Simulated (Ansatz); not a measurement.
```xyz
14

C     1.026   -0.377    1.412
Si    0.119   -0.479   -0.216
C    -1.733   -0.433    0.012
C     0.656    0.950   -1.331
Cl    0.242    2.520   -0.575
H     2.107   -0.435    1.267
H     0.731   -1.196    2.073
H     0.801    0.565    1.916
H     0.512   -1.725   -0.941
H    -2.037    0.509    0.477
H    -2.252   -0.522   -0.945
H    -2.065   -1.252    0.654
H     1.734    0.953   -1.502
H     0.159    0.921   -2.301
```

The species carries charge 0 and has multiplicity 1.

List the PBE/def2-TZVPP orbital energies in eV (the Gaussian-basis code of Ansatz). (Estimate.)

Ansatz gave: Occupied: -2738.78, -1779.26, -270.01, -268.48, -268.48, -249.31, -190.09, -189.80, -189.79, -137.01, -93.75, -93.73, -93.71, -21.05, -17.60, -16.88, -16.28, -11.97, -10.97, -10.60, -10.15, -9.98, -9.64, -9.57, -8.53, -7.65, -7.56, -6.96, -6.51. Lowest empty: -0.56, 0.31, 0.56, 0.88, 1.62, 1.71, 1.82, 1.96.
